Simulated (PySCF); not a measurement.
Fractional electron number in Xe (xenon, neutral)

The 5p beta orbital of [Xe] is emptied in steps (occupation f), with all orbitals relaxed, ending at [Kr] 4d10 5s2 5p5. Computed with PySCF 2.14 in aug-cc-pVTZ-DK3, with scalar relativity by spin-free X2C-1e. The exact energy is a straight line in f; departures are measured from the line between the end points of the same method.

| f | UHF (eV) | LDA (eV) | PBE (eV) | PBE0 (eV) | r2SCAN (eV) | LC-wPBE (eV) | BHandHLYP (eV) | wB97X (eV) | TPSS (eV) |
| --- | --- | --- | --- | --- | --- | --- | --- | --- | --- |
| 1 | 0.000 | 0.000 | 0.000 | 0.000 | 0.000 | 0.000 | 0.000 | 0.000 | 0.000 |
| 0.75 | 0.174 | -0.800 | -0.772 | -0.540 | -0.714 | -0.029 | -0.325 | -0.104 | -0.757 |
| 0.5 | 0.224 | -1.073 | -1.032 | -0.721 | -0.941 | -0.038 | -0.438 | -0.151 | -1.011 |
| 0.25 | 0.163 | -0.808 | -0.775 | -0.540 | -0.700 | -0.027 | -0.332 | -0.127 | -0.757 |
| 0 | 0.000 | 0.000 | 0.000 | 0.000 | 0.000 | 0.000 | 0.000 | 0.000 | 0.000 |

**Question.** For BHandHLYP, how does the orbital energy at f = 1 compare with the removal energy?

**Answer.** −ε = 10.630 eV against a total-energy difference of 12.345 eV. By Janak's theorem ε = ∂E/∂f, so the gap between them reflects the curvature. Along the path −ε is 11.465 (f = 0.75), 12.326 (f = 0.5), 13.213 (f = 0.25) eV.

```
   method  E(f=0) − E(f=1) (eV)  −ε at f=1 (eV)  −ε at f=0.5 (eV)
      UHF                11.468          12.425            11.440
      LDA                12.641           8.399            12.621
      PBE                12.342           8.240            12.334
     PBE0                12.404           9.527            12.404
   r2SCAN                12.432           8.596            12.473
  LC-wPBE                12.420          12.269            12.423
BHandHLYP                12.345          10.630            12.326
    wB97X                12.351          11.837            12.291
     TPSS                12.380           8.352            12.381
```

Reference removal energy between the ground levels: 12.130 eV (measured; NIST Atomic Spectra Database, ionization energies). The calculation has no spin-orbit coupling. UHF lacks correlation.
